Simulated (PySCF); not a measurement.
## Electron correlation in I⁺ (iodine, charge +1)

[Kr] 4d10 5s2 5p4, high-spin 3P determinant. Calculation: PySCF 2.14, in aug-cc-pVTZ-PP with ECP28MDF (6s5p4d2f, 55 functions); scalar relativity through the core potential. Frozen: 4s2 4p6 4d10; 6 electrons correlated.

| level | correlation energy (mhartree) |
| --- | --- |
| CCSD | -105.64 |
| (T) | -2.96 |
| CCSD(T) | -108.60 |

Diagnostics: T1 = 0.0076, D1 = 0.0231, largest double amplitude 0.033.

Q: Is a single reference adequate?

A: Yes, within this model without spin-orbit coupling: T1 lies below 0.03 and no double amplitude reaches 0.07.
